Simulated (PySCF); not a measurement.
CH5Si, SMILES [CH2][SiH3], multiplicity 2. Atoms are numbered in the order given.

```xyz
7

C      1.2686    -0.0034     0.0000
Si    -0.5735    -0.0019     0.0000
H      1.8533     0.0157    -0.9126
H      1.8533     0.0157     0.9126
H     -1.1109     1.3855     0.0000
H     -1.0892    -0.6848    -1.2107
H     -1.0892    -0.6848     1.2107
```
Charge 0, spin multiplicity 2.

Geometry: B3LYP-D3(BJ)/def2-TZVP. The isomer is the one that the SMILES or the coordinates give; other isomers of the formula were not compared.

Method: B3LYP/pcH-1 in PySCF.

Unrestricted Kohn–Sham, ⟨S²⟩ = 0.753. Hyperfine tensors hold the contact and dipolar terms, without spin-orbit corrections.

Question: Estimate the hyperfine couplings. (An estimate is asked for; the answer gives what the named calculation found.)

Answer: 
```json
[
 {"nucleus": "13C no. 1", "A(iso) (MHz)": "83.5", "A(iso) (G)": "29.8", "dipolar principal values (MHz)": "-77.0, -76.5, 153.5"},
 {"nucleus": "29Si no. 2", "A(iso) (MHz)": "50.7", "A(iso) (G)": "18.1", "dipolar principal values (MHz)": "-2.6, 0.7, 1.9"},
 {"nucleus": "1H no. 3", "A(iso) (MHz)": "-59.1", "A(iso) (G)": "-21.1", "dipolar principal values (MHz)": "-36.7, -1.2, 37.9"},
 {"nucleus": "1H no. 4", "A(iso) (MHz)": "-59.1", "A(iso) (G)": "-21.1", "dipolar principal values (MHz)": "-36.7, -1.2, 37.9"},
 {"nucleus": "1H no. 5", "A(iso) (MHz)": "102.7", "A(iso) (G)": "36.7", "dipolar principal values (MHz)": "-3.6, -1.4, 5.0"},
 {"nucleus": "1H no. 6", "A(iso) (MHz)": "23.2", "A(iso) (G)": "8.3", "dipolar principal values (MHz)": "-3.2, -2.6, 5.8"},
 {"nucleus": "1H no. 7", "A(iso) (MHz)": "23.2", "A(iso) (G)": "8.3", "dipolar principal values (MHz)": "-3.2, -2.6, 5.8"}
]
```

Question: And the g tensor (effective nuclear charges for spin-orbit coupling, GIAO)? (Estimate from the structure and the level; the computed values follow.)

Answer: principal values 2.0022, 2.0029, 2.0030; isotropic 2.0027.
